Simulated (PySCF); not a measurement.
PySCF input (TPSSh/def2-TZVPD):

```python
from pyscf import gto, scf, dft

mol = gto.M(
    atom='''
    C    -1.40916793    0.00647897   -0.08550346
    C    -0.72694938   -1.29038233   -0.07665507
    C     0.57325830   -1.43639741   -0.00128586
    C     1.32129525   -0.12588958    0.07715747
    S     0.03029492    1.19687383    0.03195150
    H    -1.96385016    0.19460360   -1.00497534
    H    -2.07165256    0.14999280    0.76831717
    H     1.10380043   -2.37958149    0.00723926
    H     1.89444389   -0.04116540    1.00193854
    H     2.00192215    0.00331125   -0.76602208
    ''',
    basis='def2-tzvpd',
    charge=0,
    spin=1,
    verbose=4,
)

mf = dft.UKS(mol, xc='tpssh').density_fit(auxbasis='def2-universal-jkfit')
mf.grids.level = 3
mf.conv_tol = 1e-9
mf.max_cycle = 100
mf.max_memory = 1500
mf.kernel()
if not mf.converged:
    mf = mf.newton()
    mf.kernel(mf.make_rdm1())
for _ in range(2):
    mo, _, stable, _ = mf.stability(return_status=True)
    if stable:
        break
    mf.kernel(mf.make_rdm1(mo, mf.mo_occ))
mf.analyze()
```

End of the output:

```
Extra cycle  E= -553.623997940048  delta_E= 3.29e-10  |g|= 2.8e-05  |ddm|= 5e-05
converged SCF energy = -553.623997940048  <S^2> = 0.76353565  2S+1 = 2.0134902
uhf_internal: lowest eigs of H = [0.1479434  0.18066861 0.21560186]
<class 'pyscf.df.df_jk.DFUKS'> wavefunction is stable in the internal stability analysis
**** SCF Summaries ****
Total Energy =                        -553.623997940047730
Nuclear Repulsion Energy =             205.796317515735666
One-electron Energy =                -1166.617899402021067
Two-electron Energy =                  407.197583946237614
Two-electron Coulomb Energy =          456.498030382447553
DFT Exchange-Correlation Energy =      -49.300446436209910
HOMO-LUMO gap [eV] =                     2.789847753244496
**** MO energy ****
                             alpha | beta                alpha | beta
MO #1   energy= -88.7122630620808  | -88.7115113810361  occ= 1 | 1
MO #2   energy= -10.1588098789507  | -10.1585681187135  occ= 1 | 1
MO #3   energy= -10.1558053260591  | -10.1541707311059  occ= 1 | 1
MO #4   energy= -10.1485230605026  | -10.1324747119079  occ= 1 | 1
MO #5   energy= -10.1274616212802  | -10.1285939268412  occ= 1 | 1
MO #6   energy= -7.85756952502275  | -7.85691747174336  occ= 1 | 1
MO #7   energy= -5.80904171131565  | -5.80777524865629  occ= 1 | 1
MO #8   energy= -5.80549422018907  | -5.80411166401135  occ= 1 | 1
MO #9   energy= -5.7974127017843   | -5.79702756619724  occ= 1 | 1
MO #10  energy= -0.840641191739046 | -0.83035590953347  occ= 1 | 1
MO #11  energy= -0.722430979949164 | -0.719998060801192 occ= 1 | 1
MO #12  energy= -0.703716370285432 | -0.691517409125119 occ= 1 | 1
MO #13  energy= -0.583960004213065 | -0.580160826911072 occ= 1 | 1
MO #14  energy= -0.523805588352609 | -0.515508245023788 occ= 1 | 1
MO #15  energy= -0.449698749548173 | -0.447550442324029 occ= 1 | 1
MO #16  energy= -0.44969472053912  | -0.428197393635257 occ= 1 | 1
MO #17  energy= -0.41753211607945  | -0.416706713121489 occ= 1 | 1
MO #18  energy= -0.402552792804562 | -0.395621353258512 occ= 1 | 1
MO #19  energy= -0.363748384427833 | -0.359983703024849 occ= 1 | 1
MO #20  energy= -0.317145895310144 | -0.309469158230968 occ= 1 | 1
MO #21  energy= -0.263043074192492 | -0.255428351947007 occ= 1 | 1
MO #22  energy= -0.238370758728648 | -0.214798255769452 occ= 1 | 1
MO #23  energy= -0.216174008687393 | -0.112273241012982 occ= 1 | 0
MO #24  energy= -0.0105618631005154 | 0.00245026731563041 occ= 0 | 0
MO #25  energy= -0.00170922748219457 | 0.00417727185235839 occ= 0 | 0
MO #26  energy= 0.004073064607954  | 0.00625465414800076 occ= 0 | 0
MO #27  energy= 0.0200042196649179 | 0.0251729376860049 occ= 0 | 0
MO #28  energy= 0.0313603318514738 | 0.0323890102974888 occ= 0 | 0
MO #29  energy= 0.0347015132379905 | 0.0359049670819228 occ= 0 | 0
MO #30  energy= 0.041395479390219  | 0.0471947106307462 occ= 0 | 0
MO #31  energy= 0.057861019479148  | 0.0626209313063962 occ= 0 | 0
MO #32  energy= 0.0671469749010995 | 0.0735256384640399 occ= 0 | 0
MO #33  energy= 0.0798403585069793 | 0.0825415845964958 occ= 0 | 0
MO #34  energy= 0.0814368425435494 | 0.0838248882043735 occ= 0 | 0
MO #35  energy= 0.103431409468809  | 0.108899324211839  occ= 0 | 0
MO #36  energy= 0.118489796530837  | 0.121151567127084  occ= 0 | 0
MO #37  energy= 0.13537735198924   | 0.135902109679353  occ= 0 | 0
MO #38  energy= 0.143382982002194  | 0.14525778187549   occ= 0 | 0
MO #39  energy= 0.143724226196385  | 0.145267976907844  occ= 0 | 0
MO #40  energy= 0.160377838633609  | 0.162083074768906  occ= 0 | 0
MO #41  energy= 0.160812143636509  | 0.164745960693807  occ= 0 | 0
MO #42  energy= 0.164809212270542  | 0.167665924852743  occ= 0 | 0
MO #43  energy= 0.165981652915562  | 0.171712716922543  occ= 0 | 0
MO #44  energy= 0.178290985280718  | 0.182604135551258  occ= 0 | 0
MO #45  energy= 0.194759157031833  | 0.196864836178501  occ= 0 | 0
MO #46  energy= 0.214207098995831  | 0.217285149110103  occ= 0 | 0
MO #47  energy= 0.22257763708329   | 0.22360424305272   occ= 0 | 0
MO #48  energy= 0.225172294284084  | 0.227374721357852  occ= 0 | 0
MO #49  energy= 0.234164355430918  | 0.237644223841094  occ= 0 | 0
MO #50  energy= 0.234948189331112  | 0.239188141465753  occ= 0 | 0
MO #51  energy= 0.23667115258403   | 0.240152301079708  occ= 0 | 0
MO #52  energy= 0.245904045558514  | 0.251224421814876  occ= 0 | 0
MO #53  energy= 0.268853869110603  | 0.272158354358158  occ= 0 | 0
MO #54  energy= 0.268861360193724  | 0.274982554312131  occ= 0 | 0
MO #55  energy= 0.274594125414542  | 0.279204460289805  occ= 0 | 0
MO #56  energy= 0.280673900574312  | 0.283682410783448  occ= 0 | 0
MO #57  energy= 0.283398736835049  | 0.284674315095704  occ= 0 | 0
MO #58  energy= 0.294242699360558  | 0.302375755582297  occ= 0 | 0
MO #59  energy= 0.299971667717535  | 0.308189694836498  occ= 0 | 0
MO #60  energy= 0.306030714715768  | 0.308532623286522  occ= 0 | 0
MO #61  energy= 0.306191696637747  | 0.311044151140868  occ= 0 | 0
MO #62  energy= 0.314070461385751  | 0.317883413449207  occ= 0 | 0
MO #63  energy= 0.329313507267089  | 0.331713422645187  occ= 0 | 0
MO #64  energy= 0.335175449076177  | 0.338139841676744  occ= 0 | 0
MO #65  energy= 0.341125110143828  | 0.344436030878469  occ= 0 | 0
MO #66  energy= 0.355338586380437  | 0.358174976975765  occ= 0 | 0
MO #67  energy= 0.362667142204187  | 0.364283978685516  occ= 0 | 0
MO #68  energy= 0.370069514595051  | 0.371513128287909  occ= 0 | 0
MO #69  energy= 0.380844459145613  | 0.385988319222749  occ= 0 | 0
MO #70  energy= 0.383580402710224  | 0.386321667175933  occ= 0 | 0
MO #71  energy= 0.392401537987599  | 0.398983879021544  occ= 0 | 0
MO #72  energy= 0.404055445457363  | 0.406141996814059  occ= 0 | 0
MO #73  energy= 0.412098540103963  | 0.414320260808315  occ= 0 | 0
MO #74  energy= 0.41597508562296   | 0.419498058302443  occ= 0 | 0
MO #75  energy= 0.427923124151337  | 0.429861398579696  occ= 0 | 0
MO #76  energy= 0.441094221803686  | 0.443805521307919  occ= 0 | 0
MO #77  energy= 0.441348139974204  | 0.445535805347147  occ= 0 | 0
MO #78  energy= 0.460909810267313  | 0.466291853845624  occ= 0 | 0
MO #79  energy= 0.480572880729261  | 0.486443884550455  occ= 0 | 0
MO #80  energy= 0.4834036870313    | 0.499707524293265  occ= 0 | 0
MO #81  energy= 0.49651885621212   | 0.500558110502988  occ= 0 | 0
MO #82  energy= 0.510273321638495  | 0.511982214610567  occ= 0 | 0
MO #83  energy= 0.511851065139678  | 0.515398119132519  occ= 0 | 0
MO #84  energy= 0.517389760471471  | 0.520023221648175  occ= 0 | 0
MO #85  energy= 0.537826167891106  | 0.540183345978051  occ= 0 | 0
MO #86  energy= 0.540855152446597  | 0.548002166365147  occ= 0 | 0
MO #87  energy= 0.562153702326831  | 0.565410653755757  occ= 0 | 0
MO #88  energy= 0.577258048252814  | 0.582868638263027  occ= 0 | 0
MO #89  energy= 0.588867870051037  | 0.593185428383557  occ= 0 | 0
MO #90  energy= 0.614151213000798  | 0.619596623250336  occ= 0 | 0
MO #91  energy= 0.624261767931374  | 0.628343873912776  occ= 0 | 0
MO #92  energy= 0.624907436912632  | 0.629867349832986  occ= 0 | 0
MO #93  energy= 0.630086847590139  | 0.635060246704517  occ= 0 | 0
MO #94  energy= 0.632516435677474  | 0.635140283867185  occ= 0 | 0
MO #95  energy= 0.657807483634759  | 0.662648808705845  occ= 0 | 0
MO #96  energy= 0.664939516326063  | 0.668582463457002  occ= 0 | 0
MO #97  energy= 0.67352355163061   | 0.678797873678973  occ= 0 | 0
MO #98  energy= 0.677298350144289  | 0.688054609071474  occ= 0 | 0
MO #99  energy= 0.68864561651532   | 0.691681021972133  occ= 0 | 0
MO #100 energy= 0.688866241912679  | 0.693448780139281  occ= 0 | 0
MO #101 energy= 0.700805792852717  | 0.705672506617657  occ= 0 | 0
MO #102 energy= 0.704349787802734  | 0.707020277652841  occ= 0 | 0
MO #103 energy= 0.720593703031106  | 0.732383853724502  occ= 0 | 0
MO #104 energy= 0.737256746732954  | 0.740852103332294  occ= 0 | 0
[...]
```

It need not be the lowest isomer of its formula.
